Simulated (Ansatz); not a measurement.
C3H5 (SMILES [CH]=CC), doublet (typed; the unrestricted solution is spin-contaminated), at a GFN2-xTB geometry. Base run: CCSD/3-21G (Ansatz, an electronic-structure program).

The Ansatz input:
Ansatz 0.2 input:
```yaml
crystal:
  periodic: [false, false, false]
  atoms:
    - {symbol: C, position_ang: [1.27668310, 0.36852878, -0.15104288]}
    - {symbol: C, position_ang: [0.23219705, -0.25268018, 0.28458034]}
    - {symbol: C, position_ang: [-1.18020056, -0.02266933, -0.17076605]}
    - {symbol: H, position_ang: [2.32916855, 0.38664228, 0.00329610]}
    - {symbol: H, position_ang: [0.30850896, -1.03164961, 1.05737034]}
    - {symbol: H, position_ang: [-1.59392448, -0.94403075, -0.57906005]}
    - {symbol: H, position_ang: [-1.21713451, 0.75111155, -0.93205579]}
    - {symbol: H, position_ang: [-1.79869600, 0.27885092, 0.67382098]}
basis:
  gaussian:
    orbitals: 3-21G.json
magnetization: {spin_polarized: true, initial_magnetization: 1}
correlation: {method: ccsd}
```
The basis file holds 3-21G in the JSON format of the Basis Set Exchange.

The base run was repeated with changes; each row names its change, and settings that it needs were set with it.

```csv
change,ΔE vs base (mEh),MP2 correlation (Eh),CC correlation without the perturbative part (Eh),basis functions
base,0.000,-0.23591,-0.28037,37
electrons = all,?,?,?,37
method = rpa,-2.854,-,-,37
diis_vectors = 4,0.000,-0.23591,-0.28037,37
diis_vectors = 2,0.000,-0.23591,-0.28037,37
reference functional = pbe0,2.326,-,-0.29044,37
electrons = outside_noble_gas,0.000,-0.23591,-0.28037,37
"fitting = cc-pVTZ-JKFIT (mean field), cc-pVTZ-RIFIT (correlation)",0.068,-0.23591,-0.28037,37
method = bccd,0.423,-0.23591,-0.27995,37
method = mp2,?,-0.23591,-,37
```

Question: Complete the blanks.

Answer: 
- electrons = all, ΔE vs base (mEh): -4.529
- electrons = all, MP2 correlation (Eh): -0.24071
- electrons = all, CC correlation without the perturbative part (Eh): -0.28490
- method = mp2, ΔE vs base (mEh): 44.461
